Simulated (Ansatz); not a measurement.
Cost and result for the atomization energy of C$_{2}$H$_{10}$N$_{2}$Si (`CN([SiH3])CN`) (15 atoms, 14 bonds).

```json
{"atom": "C1", "x (Å)": "0.3627", "y (Å)": "-1.0896", "z (Å)": "0.9582"}
{"atom": "N2", "x (Å)": "-0.1340", "y (Å)": "0.0431", "z (Å)": "0.2127"}
{"atom": "Si3", "x (Å)": "-1.1305", "y (Å)": "1.2178", "z (Å)": "0.9762"}
{"atom": "C4", "x (Å)": "0.6279", "y (Å)": "0.3668", "z (Å)": "-0.9808"}
{"atom": "N5", "x (Å)": "0.5590", "y (Å)": "-0.5876", "z (Å)": "-2.0585"}
{"atom": "H6", "x (Å)": "-0.2710", "y (Å)": "-1.2837", "z (Å)": "1.8262"}
{"atom": "H7", "x (Å)": "1.3904", "y (Å)": "-0.9351", "z (Å)": "1.3201"}
{"atom": "H8", "x (Å)": "0.3558", "y (Å)": "-2.0004", "z (Å)": "0.3487"}
{"atom": "H9", "x (Å)": "-2.1611", "y (Å)": "0.5081", "z (Å)": "1.7803"}
{"atom": "H10", "x (Å)": "-1.7594", "y (Å)": "2.0394", "z (Å)": "-0.0911"}
{"atom": "H11", "x (Å)": "-0.4205", "y (Å)": "2.1516", "z (Å)": "1.9052"}
{"atom": "H12", "x (Å)": "1.6911", "y (Å)": "0.4971", "z (Å)": "-0.7321"}
{"atom": "H13", "x (Å)": "0.2676", "y (Å)": "1.3290", "z (Å)": "-1.3561"}
{"atom": "H14", "x (Å)": "-0.4044", "y (Å)": "-0.8033", "z (Å)": "-2.2835"}
{"atom": "H15", "x (Å)": "1.0265", "y (Å)": "-1.4532", "z (Å)": "-1.8256"}
```

Total charge 0; spin multiplicity 1. Geometry: relaxed with PBE0-D4/def2-TZVP. It is one conformer, not always the lowest. Program: Ansatz. All runs use 4 threads of an Intel Xeon 6975P-C on a shared host. Times are those of one run each, without the atoms' runs, and a repeat can differ threefold. Electronic energies, without spin–orbit coupling; frozen cores. CCSD(T)/CBS adds CCSD(T) − MP2 in def2-TZVPP to the MP2 limit, and its time is that of the two runs behind it. T1 = 0.010. B3LYP takes the VWN-RPA correlation (the form of Gaussian; ORCA's B3LYP/G).

CCSD(T)/CBS is a level of theory with its own doubt, some kJ/mol a heavy atom from the limit and from the frozen cores, so smaller differences don't rank the functionals.

| level | functions | wall time |
| --- | --- | --- |
| revPBE-D4/def2-TZVPP | 306 | 1.4 s |
| BLYP-D4/def2-TZVPP | 306 | 1.6 s |
| PBE-D4/def2-TZVPP (with forces) | 306 | 1.9 s |
| BHLYP-D4/def2-TZVPP | 306 | 2.2 s |
| PBE0-D4/def2-TZVPP | 306 | 2.3 s |
| CAM-B3LYP-D4/def2-TZVPP | 306 | 2.7 s |
| r2SCAN-D4/def2-TZVPP (with forces) | 306 | 3 s |
| CCSD(T)/def2-SVP | 124 | 3.5 s |
| B3LYP-D4/def2-TZVPP (with forces) | 306 | 3.5 s |
| ωB97X-V/def2-TZVPP | 306 | 4.9 s |
| MP2/def2-QZVPP | 598 | 21 s |
| CCSD(T)/def2-TZVPP | 306 | 3.3 min |
| CCSD(T)/CBS(def2) | – | 3.7 min |

(1) What atomization energy does each give, and how far from CCSD(T)/CBS? (An estimate is asked.)

Answers

(1) Ansatz gave: 
| level | atomization (kJ/mol) | difference from CCSD(T)/CBS | per bond |
| --- | --- | --- | --- |
| revPBE-D4/def2-TZVPP | 5247.2 | -32.6 | -2.3 |
| BLYP-D4/def2-TZVPP | 5287.3 | 7.5 | 0.5 |
| PBE-D4/def2-TZVPP (with forces) | 5359.2 | 79.4 | 5.7 |
| BHLYP-D4/def2-TZVPP | 5165.9 | -113.9 | -8.1 |
| PBE0-D4/def2-TZVPP | 5279.3 | -0.5 | 0.0 |
| CAM-B3LYP-D4/def2-TZVPP | 5325.2 | 45.4 | 3.2 |
| r2SCAN-D4/def2-TZVPP (with forces) | 5259.1 | -20.7 | -1.5 |
| CCSD(T)/def2-SVP | 4971.5 | -308.3 | -22.0 |
| B3LYP-D4/def2-TZVPP (with forces) | 5304.2 | 24.4 | 1.7 |
| ωB97X-V/def2-TZVPP | 5309.8 | 30.0 | 2.1 |
| MP2/def2-QZVPP | 5250.4 | -29.4 | -2.1 |
| CCSD(T)/def2-TZVPP | 5136.2 | -143.6 | -10.3 |
| CCSD(T)/CBS(def2) | 5279.8 | 0.0 | 0.0 |

In def2-TZVPP, CCSD(T) changes the Hartree–Fock value by +1364.8 kJ/mol (the triples alone add +67.8 kJ/mol) and MP2 by +1393.4 kJ/mol; breaking electron pairs costs correlation energy, which Hartree–Fock lacks. From r2SCAN to r2SCAN0 (25 % exact exchange), in def2-TZVPP and without D4, the atomization energy moves by −62.2 kJ/mol: exact exchange takes away binding that semilocal exchange gives to molecules. The D4 term adds +48.4 kJ/mol with B3LYP and +25.7 kJ/mol with PBE0; it sums over pairs of atoms, weighted by their polarisabilities, and B3LYP, whose exchange is more repulsive, gets the larger term.
